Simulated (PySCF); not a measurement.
# Broadened absorption spectrum of C5H5NS

Compound: C5H5NS.
SMILES with atom numbers: `[CH2:1]=[CH:2][c:3]1[cH:4][n:5][cH:6][s:7]1` (hydrogens: H8, H9 on C1; H10 on C2; H11 on C4; H12 on C6)

Structure used (PBE0-D3(BJ)/def2-SVP), in Å, numbered top down from 1:
```xyz
12
C5H5NS angstrom
C     -2.1330   -1.1632    0.0585
C     -1.3599   -0.0789   -0.0851
C      0.0369   -0.0552   -0.4720
C      0.8431    1.0539   -0.6211
N      2.1319    0.8230   -0.9879
C      2.3437   -0.4488   -1.1298
S      0.9781   -1.4666   -0.8252
H     -1.7509   -2.1740   -0.1152
H     -3.1794   -1.0714    0.3559
H     -1.7887    0.9123    0.0998
H      0.4970    2.0770   -0.4584
H      3.3024   -0.8838   -1.4220
```

The calculation used TDDFT CAM-B3LYP/def2-SVPD, vertical, gas phase, core orbitals frozen in the response in PySCF 2.14.0, density-fitted response routines.

Each state is given a Gaussian of 0.3 eV full width at half maximum, with ε(max) = 2.175×10⁸ f / Δν̃ (Δν̃ the width in cm⁻¹). The width is an assumption, not a result. The curve ends short of the highest state used, and states not computed would add to its high-energy end.

(λ (nm), ε (L mol⁻¹ cm⁻¹)): (203.9, 15), (205.8, 30), (207.7, 88), (209.6, 222), (211.5, 466), (213.4, 814), (215.4, 1215), (217.3, 1502), (219.2, 1589), (221.1, 1451), (223.0, 1151), (225.0, 781), (226.9, 476), (228.8, 259), (230.7, 128), (232.6, 62), (234.6, 40), (236.5, 58), (238.4, 142), (240.3, 366), (242.2, 880), (244.2, 1990), (246.1, 3886), (248.0, 6857), (249.9, 10972), (251.8, 15984), (253.7, 21280), (255.7, 26206), (257.6, 29351), (259.5, 30384), (261.4, 29170), (263.3, 26057), (265.3, 21476), (267.2, 16703), (269.1, 12197), (271.0, 8385), (272.9, 5441), (274.9, 3251), (276.8, 1889), (278.7, 1043), (280.6, 549), (282.5, 276), (284.5, 127), (286.4, 59)

Task: Where are the band maxima, and which computed states make them?

Result: 259 nm (4.78 eV), ε about 30000, made up of S1 (100%); 219 nm (5.66 eV), ε about 1600, made up of S3 (100%) (ε in L mol⁻¹ cm⁻¹; maxima over ε = 5, shares over 10%). The states used: S1 4.78 eV (f 0.338); S2 5.20 eV (f 0.0001); S3 5.66 eV (f 0.018); S4 5.96 eV (f 0.0000); S5 6.47 eV (f 0.0090); S6 6.68 eV (f 0.0003).

Task: On this curve, what absorbance would a 10⁻⁴ mol/L sample give at 266 nm over a 1 cm path?

Result: 266 nm is 4.661 eV, where ε is about 20000 L mol⁻¹ cm⁻¹, so A = ε c l ≈ 2 (Beer–Lambert, with the gas-phase spectrum and the assumed width).

Task: Does any computed singlet lie in the visible range?

Result: No computed singlet lies in the visible range (380 to 750 nm); the lowest, at 259 nm, stands 1.52 eV above its violet end (3.26 eV).

Task: What would ε be at 4.78 eV, the highest of these maxima, with half the width (0.15 eV)?

Result: About 60800 L mol⁻¹ cm⁻¹ against 30400, a factor of about 2.00; a lone state at its own centre would give exactly 2.

One conformer stands for the species.
